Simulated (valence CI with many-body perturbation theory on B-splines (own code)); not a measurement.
# Pb LXVIII in three bases

Calculated by configuration interaction combined with many-body perturbation theory (CI+MBPT): five valence electrons over a frozen Dirac-Fock core [Ne], a basis of 9 s, 9 p, 8 d, 6 f, 3 g, 1 h functions for each j, with the one-electron correlation potential Σ1, the two-electron term Σ2, the three-electron term Σ3, Breit, model QED; selected CI, second order for the rest, scaled by the run's own slope (own B-spline code, finite nucleus).

The last digits are not significant, and no measured levels were compared; by estimate large intervals hold to a few tenths of a per cent, small ones and those within an open d or f shell to about a per cent. Among the levels kept, up to 1200 cm⁻¹ of a level comes from second order outside the variational space, and about a tenth of that is noise between levels of different J, which matters for small intervals.

The reference run has the lowest level (3s^2 3p1/2^2 3p3/2) J=3/2 and an ionisation energy of 7790.26 eV. Its largest variational space holds 20000 state functions.

Levels are named by their leading jj configuration (3d3/2^4 stands for four electrons in 3d with j = 3/2), which in mixed levels can hold well under half, so a name can repeat and another be missing. Letters in brackets count levels of one name in rising energy.

Changed runs:
A. basis 6 s, 6 p, 5 d, 3 f, 1 g
B. basis 5 s, 5 p, 4 d, 2 f

Excitation energies of the reference run in cm⁻¹, and shifts in cm⁻¹:

| Level | Reference | A | B |
| --- | --- | --- | --- |
| (3s^2 3p1/2^2 3d3/2) J=3/2 | 2115130 | +248 | +690 |
| (3s^2 3p1/2^2 3d5/2) J=5/2 | 3297670 | +358 | +993 |
| (3s^2 3p1/2 3p3/2^2) J=3/2 | 4583050 | -144 | -466 |
| (3s^2 3p1/2 3p3/2^2) J=5/2 | 4688500 | +25 | +87 |
| (3s^2 3p1/2 3p3/2^2) J=1/2 | 4831010 | +31 | +208 |
| (3s 3p1/2^2 3p3/2^2) J=5/2 | 6248360 | -171 | -486 |
| (3s 3p1/2^2 3p3/2^2) J=3/2 | 6505700 | -64 | -237 |
| (3s 3p1/2^2 3p3/2^2) J=1/2 | 6537710 | -70 | -84 |
| (3s^2 3p1/2 3p3/2 3d3/2) J=5/2 [a] | 6670080 | +113 | +179 |
| (3s^2 3p1/2 3p3/2 3d3/2) J=1/2 [a] | 6703240 | +16 | -54 |
| (3s^2 3p1/2 3p3/2 3d3/2) J=3/2 [a] | 6709720 | +75 | +139 |
| (3s^2 3p1/2 3p3/2 3d3/2) J=7/2 | 6781680 | +335 | +998 |
| Ionisation energy (eV) | 7790.26 | -0.04 | -0.16 |
